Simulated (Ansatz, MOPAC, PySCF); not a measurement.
Dimer: C2H6 (SMILES CC) (first 8 atoms) with CH6Si (SMILES C[SiH3]); geometry from B3LYP-D3(BJ)/def2-TZVP, rigid monomers moved along the line of their centres of mass till H5···Si10 is 3.78 Å.
(charge 0, multiplicity 1):
| atom | x (Å) | y (Å) | z (Å) |
|---|---|---|---|
| C | 0.8788 | 0.0867 | 0.4553 |
| C | -0.5102 | 0.6818 | 0.2449 |
| H | 1.5568 | 0.3666 | -0.3534 |
| H | 0.8417 | -1.0033 | 0.4944 |
| H | 1.3262 | 0.4323 | 1.3894 |
| H | -0.4775 | 1.7731 | 0.2272 |
| H | -1.1953 | 0.3836 | 1.0403 |
| H | -0.9429 | 0.3503 | -0.7010 |
| C | -0.5450 | 0.7584 | 4.6398 |
| Si | -0.1811 | -1.0779 | 4.5155 |
| H | -0.0294 | 1.1968 | 5.4961 |
| H | -1.6151 | 0.9337 | 4.7645 |
| H | -0.2195 | 1.2852 | 3.7419 |
| H | 1.2715 | -1.3146 | 4.3348 |
| H | -0.8987 | -1.6804 | 3.3666 |
| H | -0.6161 | -1.7748 | 5.7510 |

Counterpoise-corrected where a basis set is named; no monomer relaxation. Rows marked so take none.

Cores are frozen in the correlated methods. Rows in 3-21G, 6-31G* carry no dispersion term and start afresh at each structure (6-31G* with six Cartesian d functions). MP2/6-31G* freezes PySCF's default core. The state reached by AM1 isn't checked.

The values were computed with Ansatz (a first-principles code) with Gaussian orbitals; MOPAC for AM1 (differences of heats of formation); PySCF for 3-21G rows, 6-31G* rows, the dispersion terms. 

Other levels give for the interaction energy: PBE/def2-TZVPPD -0.37; B3LYP/def2-TZVPPD 0.33; B3LYP-D3(BJ)/def2-TZVPPD -1.24; wB97M-V/def2-TZVPPD -1.05; CCSD(T)/aug-cc-pV(D+d)Z -1.01 kcal/mol.

Common cheap choices:

```
level                          interaction energy (kcal/mol)
-----------------------------  -----------------------------
AM1                                                     0.11
HF/3-21G (no counterpoise)                             -0.32
HF/6-31G* (no counterpoise)                             0.09
BP86/6-31G* (no counterpoise)                           0.50
B3LYP/3-21G (no counterpoise)                          -0.39
B3LYP/6-31G*                                            0.37
MP2/6-31G*                                             -0.35
MP2/6-31G* (no counterpoise)                           -0.81
```
